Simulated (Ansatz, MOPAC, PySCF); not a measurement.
Isomers of C4H4O: 1 is c1ccoc1, 2 is C=CC=C=O; one conformer of each (the lowest of an xTB search), B3LYP-D3(BJ)/def2-TZVP minima.
Isomer 1 (charge 0, multiplicity 1, Z-matrix in Å and degrees):
```
C
C 1 1.3552
O 2 1.3615 1 110.34
C 3 1.3615 2 106.95 1 0.00
C 4 1.3552 3 110.34 2 0.00
H 2 1.0753 1 133.64 5 180.00
H 4 1.0753 5 133.64 1 180.00
H 5 1.0766 4 126.47 7 0.00
H 1 1.0766 2 126.47 6 0.00
```
Isomer 2 (charge 0, multiplicity 1):
```xyz
9

C     -1.590     0.195     0.384
C     -0.478    -0.040    -0.315
C      0.865    -0.004     0.238
C      1.949    -0.240    -0.475
O      2.904    -0.446    -1.098
H     -2.561     0.153    -0.088
H     -1.562     0.434     1.440
H     -0.556    -0.275    -1.371
H      1.030     0.223     1.284
```

No zero-point or thermal terms.

Rows in 6-31G* carry no dispersion term and start afresh at each structure (6-31G* with six Cartesian d functions). The state that AM1 reach isn't checked.

The values were computed with Ansatz (a quantum-chemistry and plane-wave program) with Gaussian orbitals; MOPAC for AM1 (differences of heats of formation); PySCF for 6-31G* rows, the dispersion terms. 

### Question
One of these levels gives 19.77 kcal/mol for the electronic energy of isomer 2 less that of isomer 1. Name it.
(A) AM1
(B) PBE/def2-TZVPP
(C) PBE0-D3(BJ)/def2-TZVPP
(D) M06-2X/6-31G*

### Answer
D, M06-2X/6-31G*. The others give 4.22 (AM1), 13.46 (PBE/def2-TZVPP), 16.83 (PBE0-D3(BJ)/def2-TZVPP)
